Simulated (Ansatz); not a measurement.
Consider the redistribution: `BOB(N)Cl` + `O=CC[SiH3]` → `BCC=O` + `NB(Cl)O[SiH3]`.

Calculated with Ansatz (gas phase, PBE0-D4/def2-TZVP geometries, no zero-point term in ΔE). CCSD(T)/CBS is the MP2 limit (def2-TZVPP, def2-QZVPP) plus CCSD(T) − MP2 in def2-TZVPP, frozen cores. Functionals use def2-TZVPP. Each species was taken in one conformer, which may not be the lowest.

Task: Is it downhill or uphill in electronic energy at CCSD(T)/CBS, and by how much? (Best estimate.)

Result: Computed: Uphill: ΔE = +6.3 kcal/mol.

Task: What do these levels give: LDA (SPW92), r2SCAN-D4, r2SCAN0-D4, ωB97X-V, PBE-QIDH, r2SCANh? (Best estimate.)

Result: Ansatz gave: LDA (SPW92) 8.8, r2SCAN-D4 6.1, r2SCAN0-D4 5.9, ωB97X-V 6.4, PBE-QIDH 6.5, r2SCANh 6.0 kcal/mol.

Largest T1 diagnostic among the species: 0.014.

At CCSD(T), def2-SVP lies +7.6 kcal/mol from the extrapolated value and def2-TZVPP +0.6 kcal/mol. In def2-TZVPP, CCSD(T) changes the Hartree–Fock value by +3.3 kcal/mol (the triples alone add +0.6 kcal/mol) and MP2 by +2.8 kcal/mol. Leaving LDA and LC-ωPBE aside and taking each functional with its dispersion term where it has one, the values, not all of them listed here, spread over 2.4 kcal/mol, from BHLYP-D4 to PBE-D4. LDA lies +1.2 kcal/mol from PBE without D4.
